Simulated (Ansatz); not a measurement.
A single Cu atom.

r²SCAN (restricted open-shell) on doublet Cu was run in several spherical basis sets with Ansatz (development build ahead of 0.2.0).

Task: Rank the basis sets by the total energy that they give, lowest first, with the distance from the lowest.
A. cc-pVDZ
B. pcseg-2
C. def2-SVP

Result: A (0.00 eV), B (0.13 eV), C (8.07 eV).

Totals follow the description of the cores as much as that of the bonds, so this order isn't one of quality for chemistry.
